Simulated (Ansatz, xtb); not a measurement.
Relative energy of two isomers of C3H3BrO2

We compare X, `C=C(Br)C(=O)O`, a singlet, with Y, `O=C(O)/C=C/Br`, a singlet. Both are isolated molecules in the gas phase, relaxed with r2SCAN-D4/def2-SVP; the shapes shown needn't be the lowest conformers.

X (Å):

```
atom    x (Å)    y (Å)    z (Å)
   C  -2.2243  -1.2651   0.3848
   C  -1.4041  -1.7747  -0.5444
   C  -1.8406  -2.1416  -1.9277
  Br   0.4240  -2.0891  -0.1987
   O  -1.1298  -2.6008  -2.7857
   O  -3.1549  -1.8935  -2.1105
   H  -3.2754  -1.1012   0.1363
   H  -1.8687  -1.0092   1.3851
   H  -3.3490  -2.1586  -3.0260
```

Y (Å):

```xyz
9

C    -1.7755   -1.6209    0.1094
C    -1.4760   -1.3827   -1.3167
C    -2.1864   -1.9477   -2.3040
Br   -1.8290   -1.6636   -4.1212
O    -1.1519   -1.1260    1.0204
O    -2.8235   -2.4534    0.3049
H    -2.9241   -2.5337    1.2688
H    -0.6341   -0.7134   -1.5093
H    -3.0295   -2.6181   -2.1186
```

Task: Estimate which is lower in electronic energy at CCSD(T)/def2-SVP + ΔMP2/def2-TZVPP, and by roughly how much.

Result: The CCSD(T)/def2-SVP + ΔMP2/def2-TZVPP calculation puts structure Y lower, by 2.3 kcal/mol.

The same difference at several levels:

| level | geometry | E(Y) − E(X) (kcal/mol) | departure from the last row (kcal/mol) | job, with rough time for the two |
| --- | --- | --- | --- | --- |
| GFN2-xTB | GFN2-xTB | −2.5 | −0.2 | optimisation, 0.16 s |
| HF/STO-3G | GFN2-xTB | −2.3 | 0.0 | single point, 0.69 s |
| r2SCAN-D4/def2-SVP//GFN2-xTB | GFN2-xTB | −3.1 | −0.8 | single point, 3.8 s |
| r2SCAN-D4/def2-SVP | r2SCAN-D4/def2-SVP | −2.8 | −0.5 | optimisation, 32 s |
| HF/def2-SVP | r2SCAN-D4/def2-SVP | −3.0 | −0.6 | part of the CCSD(T) run |
| MP2/def2-SVP | r2SCAN-D4/def2-SVP | −2.1 | +0.2 | part of the CCSD(T) run |
| CCSD(T)/def2-SVP | r2SCAN-D4/def2-SVP | −1.9 | +0.4 | single point |
| CCSD(T)/def2-SVP + ΔMP2/def2-TZVPP | r2SCAN-D4/def2-SVP | −2.3 |  | single point, 60 s |

As drawn, both hold the same kinds of bond in the same numbers.

None of the levels shown reverses the order. The largest departure from CCSD(T)/def2-SVP + ΔMP2/def2-TZVPP is that of r2SCAN-D4/def2-SVP//GFN2-xTB, 0.8 kcal/mol. The last row adds to CCSD(T) the change of the MP2 difference between the two basis sets, here −0.4 kcal/mol.

With thermal terms from frequencies at re-optimised GFN2-xTB minima (ideal gas, soft modes damped towards free rotors, one conformer each, 298.15 K, 1 atm): the zero-point term adds +0.2 kcal/mol; ΔH is −2.1 and ΔG −2.4 kcal/mol.

The correlated steps freeze 14 core orbitals; the filled d shell of Br is correlated, in a basis made for valence electrons. Codes used: Ansatz 0.2.0, xtb 6.7.1; the last row on 2 threads of Intel(R) Xeon(R) Processor @ 2.70GHz on a shared host.
